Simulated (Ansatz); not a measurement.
Ideal-gas functions of BGaH4SSe (`[SH][GaH][BH][SeH]`) at 800 K and 1 bar, from an Ansatz frequency run at PBE0-D4/def2-TZVP.

Molar mass 195.59 g/mol, point group C1 (symmetry number 1), electronic degeneracy 1, moments of inertia 107.342, 668.794, 751.277 u Å². Harmonic wavenumbers (cm⁻¹, unscaled): 24, 99, 124, 288, 382, 399, 448, 490, 579, 697, 729, 734, 762, 973, 1967, 2402, 2644, 2718.

Use S(trans) = R[1.5 ln M + 2.5 ln T − 1.1517]; rotational temperatures θ = 24.2544 K / I; S(rot) = R[ln(√π/σ · √(T³/θAθBθC)) + 1.5]; for each mode x = 1.438777 ν̃/T, S = R[x/(eˣ − 1) − ln(1 − e⁻ˣ)] and H = RT x/(eˣ − 1); 1 cm⁻¹ = 0.0119627 kJ/mol; R = 8.31446 J/(mol·K).

By hand: the entropy, in J/(mol·K).

Translation 195.2. Rotation: θ = 0.226, 0.0363, 0.0323 K, giving 134.8. Vibration, mode by mode: 34.45, 22.67, 20.81, 13.88, 11.60, 11.25, 10.33, 9.63, 8.34, 6.96, 6.63, 6.58, 6.32, 4.65, 1.13, 0.60, 0.42, 0.37, in all 176.6. Electronic 0.0. Sum 506.6 J/(mol·K).

By hand: H − E and G − E in kJ/mol, counted from the electronic energy.

Zero-point energy ½ × 16459 × 0.0119627 = 98.4; thermal vibration 61.9; translation, rotation and pV give 4 RT = 26.6. H − E = 186.9 kJ/mol, and G − E = 186.9 − 800 × 506.6/1000 = -218.4 kJ/mol.

Vibration gives 35 % of the entropy, 77.9 J/(mol·K) of it from the modes under 150 cm⁻¹: soft modes count most, and the harmonic formula is weakest for them. The sum counts one conformer and one mirror image; others add a mixing term.
